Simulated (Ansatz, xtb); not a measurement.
# Ranking isomers of H5OPSi2

7 gas-phase structures of H5OPSi2, from a drawn sample of its isomers (lower ones may exist). Each was relaxed with GFN2-xTB; where two conformers were screened, the lower at r2SCAN-D4/def2-SVP is listed:

A. a singlet given by its coordinates
B. `O1[SiH2][SiH2]P1`, a singlet
C. `[SiH3]P1O[SiH2]1`, a singlet
D. `O=[SiH]P[SiH3]`, a singlet
E. `O=[Si]([SiH3])P`, a singlet
F. `O1[SiH2]P[SiH2]1`, a singlet
G. `O=[SiH][SiH2]P`, a singlet

A (Å):

```xyz
9

O     0.3646    1.1472   -0.4847
P     1.5398    2.6064   -3.1962
Si   -0.3169    1.9289    0.7602
Si    1.1035    1.0057   -1.9205
H     0.5455    1.6301    1.8995
H    -0.3481    3.3567    0.4503
H    -1.6550    1.3551    0.8650
H     1.2960   -0.4327   -1.9372
H     0.9817    3.5361   -2.3084
```

Close contacts (Å): O1–Si3 1.62, O1–Si4 1.62, P2–Si4 2.09, P2–H9 1.40, Si3–H5 1.46, Si3–H6 1.46, Si3–H7 1.46, Si4–H8 1.45.

Q: Which do you expect lowest at r2SCAN-D4/def2-SVP, and how would the others follow?

A: Calculated order at r2SCAN-D4/def2-SVP: F (0.0), A (19.5), B (34.7), D (41.9), C (48.2), E (49.5), G (51.0) kcal/mol.

Energies above the lowest of each column, in kcal/mol; the last columns are at B3LYP-D3(BJ)/def2-SVP geometries and were run for some of them only (a dash: not run or not comparable):

```
structure  GFN2-xTB  HF/STO-3G  r2SCAN-D4/def2-SVP  B3LYP-D3(BJ)/def2-SVP  CCSD(T)/def2-SVP + ΔMP2/def2-TZVPP
        F       0.0        0.0                 0.0                    0.0                                 0.0
        A       2.5       54.1                19.5                   17.4                                19.6
        B      24.6       23.2                34.7                   34.4                                37.2
        D      15.3       61.6                41.9                      –                                   –
        C      28.4       47.4                48.2                      –                                   –
        E      27.3       60.1                49.5                      –                                   –
        G      24.3       62.7                51.0                      –                                   –
```

Every level run on F puts it lowest or level with the lowest. Flexible structures stand in one conformer each, not always the lowest. Frequencies (B3LYP-D3(BJ)/def2-SVP) were run for A, B, F alone. ΔMP2 is the change of the MP2 energy from the smaller to the larger basis.

Over these structures GFN2-xTB departs from r2SCAN-D4/def2-SVP by 7.2 kcal/mol on average once a common shift is removed. A GFN2-xTB relaxation took about 0.21 s and the r2SCAN-D4/def2-SVP energy about 2.3 s on a shared host (Ansatz 0.2.0, xtb 6.7.1).
